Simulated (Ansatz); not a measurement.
Isolated molecules relaxed with PBE0-D4/def2-TZVP in Ansatz; ΔE leaves out vibrations. CCSD(T)/CBS adds triple-zeta CCSD(T) − MP2 to the extrapolated MP2 energy (def2 sets, frozen cores). This one scheme is used for every species. DFT in def2-TZVPP. B3LYP here is the variant with VWN-RPA as its local correlation; programs differ in this. One conformer a species, not always the lowest.

`CN([SiH2]F)[SiH2]Cl` + H₂ → `CN([SiH3])[SiH2]F` + HCl  (hydrogenolysis of the Si–Cl bond)

(1) Is it downhill or uphill in electronic energy at CCSD(T)/CBS, and by how much? (An estimate is asked.)

(2) What do these levels give: PBE0-D4, B3LYP-D4, r2SCAN, B3LYP, CCSD/def2-TZVPP, MP2/CBS(def2)? (An estimate is asked.)

Largest T1 diagnostic among the species: 0.011.

## Answers

(1) The calculation gave: Uphill: ΔE = +0.94 eV.

(2) Computed: PBE0-D4 0.92, B3LYP-D4 0.93, r2SCAN 0.97, B3LYP 0.83, CCSD/def2-TZVPP 0.84, MP2/CBS(def2) 1.05 eV.

The D4 term adds +0.09 eV with B3LYP and +0.05 eV with PBE0; it sums over pairs of atoms, weighted by their polarisabilities, and B3LYP, whose exchange is more repulsive, gets the larger term. In def2-TZVPP, CCSD(T) changes the Hartree–Fock value by +0.10 eV (the triples alone add +0.04 eV) and MP2 by +0.20 eV.
